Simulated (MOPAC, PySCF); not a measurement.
C₆H₅F₃OSi, SMILES `C(=O)C1[Si@@H](C(F)(F)F)C=CC=1` (O–C–C–Si torsion 1°), neutral singlet in the gas phase. 

Cartesian coordinates (Å):
SMILES: C1C=C[Si@@H](C=1C=O)C(F)(F)F
```xyz
16

O     -1.9564     2.1380    -0.9682
C     -2.1436     1.0704    -0.4237
C     -1.1012     0.0616    -0.2331
C     -1.2986    -1.1483     0.3560
C     -0.1260    -2.0431     0.4591
C      1.0430    -1.5754    -0.0419
Si     0.7117     0.1483    -0.7133
C      1.6876     1.4617     0.3176
F      1.4167     1.3595     1.6353
F      1.4122     2.7230    -0.0547
F      3.0208     1.2796     0.1693
H     -3.1566     0.7935    -0.0291
H     -2.2731    -1.4670     0.7452
H     -0.2349    -3.0263     0.9282
H      1.9664    -2.1565    -0.0058
H      1.0323     0.3811    -2.1410
```
Charge 0, multiplicity 1.

All levels are single points at this geometry (B3LYP-D3(BJ)/def2-SVP); Pople sets use spherical d functions. Orbital energies aren't observables, and empty levels follow the basis.

BP86/6-31G* in PySCF gives dipole (D) = 4.34.

Estimate the dipole (D) from each of these levels: B3LYP-D3(BJ)/def2-TZVP in PySCF; PBE-D3(BJ)/def2-TZVP in PySCF; B3LYP/3-21G in PySCF; B3LYP/6-311+G** in PySCF; B3LYP/6-31G* in PySCF; SVWN5/6-31G* in PySCF; HF/3-21G in PySCF; HF/6-31G* in PySCF; HF/STO-3G in PySCF; PM3 in MOPAC; PM6 in MOPAC; PM7 in MOPAC.


```json
[
 {"level": "B3LYP-D3(BJ)/def2-TZVP in PySCF", "dipole (D)": "5.09"},
 {"level": "PBE-D3(BJ)/def2-TZVP in PySCF", "dipole (D)": "4.73"},
 {"level": "B3LYP/3-21G in PySCF", "dipole (D)": "4.37"},
 {"level": "B3LYP/6-311+G** in PySCF", "dipole (D)": "5.29"},
 {"level": "B3LYP/6-31G* in PySCF", "dipole (D)": "4.67"},
 {"level": "SVWN5/6-31G* in PySCF", "dipole (D)": "4.40"},
 {"level": "HF/3-21G in PySCF", "dipole (D)": "5.70"},
 {"level": "HF/6-31G* in PySCF", "dipole (D)": "5.70"},
 {"level": "HF/STO-3G in PySCF", "dipole (D)": "2.99"},
 {"level": "PM3 in MOPAC", "dipole (D)": "4.54"},
 {"level": "PM6 in MOPAC", "dipole (D)": "5.97"},
 {"level": "PM7 in MOPAC", "dipole (D)": "5.48"}
]
```
